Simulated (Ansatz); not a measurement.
Consider the ligand exchange at the Hf–F bond: `[F][Hf]([Cl])([Cl])[Cl]` + NH₃ → `[NH2][Hf]([Cl])([Cl])[Cl]` + H–F.

Isolated molecules relaxed with PBE0-D4/def2-TZVP in Ansatz; ΔE leaves out vibrations. CCSD(T)/CBS is the MP2 limit (def2-TZVPP, def2-QZVPP) plus CCSD(T) − MP2 in def2-TZVPP, frozen cores. This one scheme is used for every species. Functionals use def2-TZVPP. B3LYP here is the variant with VWN-RPA as its local correlation; programs differ in this. def2 core potentials past Kr. For Hf outer-core shells are correlated without core-valence functions, which leaves a few kJ/mol of doubt a bond. Each species was taken in one conformer, which may not be the lowest.

```csv
level,ΔE (kcal/mol),difference from CCSD(T)/CBS
LDA (SPW92),24.5,0.8
PBE-D4,25.8,2.1
revPBE-D4,25.7,2.0
B97M-V,28.2,4.5
B3LYP-D4,25.8,2.1
CAM-B3LYP-D4,26.6,2.9
ωB97X-V,26.6,2.9
B2PLYP,26.1,2.4
revPBE,27.4,3.7
r2SCAN,27.1,3.4
r2SCANh,26.5,2.8
MP2/def2-SVP,25.7,2.0
CCSD/def2-SVP,26.4,2.7
MP2/def2-TZVPP,22.9,-0.8
HF/def2-QZVPP,27.2,3.5
MP2/CBS(def2),22.7,-1.0
CCSD(T)/CBS,23.7,0
```

Largest T1 diagnostic among the species: 0.014.

From r2SCAN to r2SCAN0 (25 % exact exchange), in def2-TZVPP and without D4, ΔE moves by −1.4 kcal/mol. Leaving LDA and LC-ωPBE aside and taking each functional with its dispersion term where it has one, the values, not all of them listed here, spread over 4.0 kcal/mol, from PBE-QIDH to B97M-V. LDA lies −2.2 kcal/mol from PBE without D4.
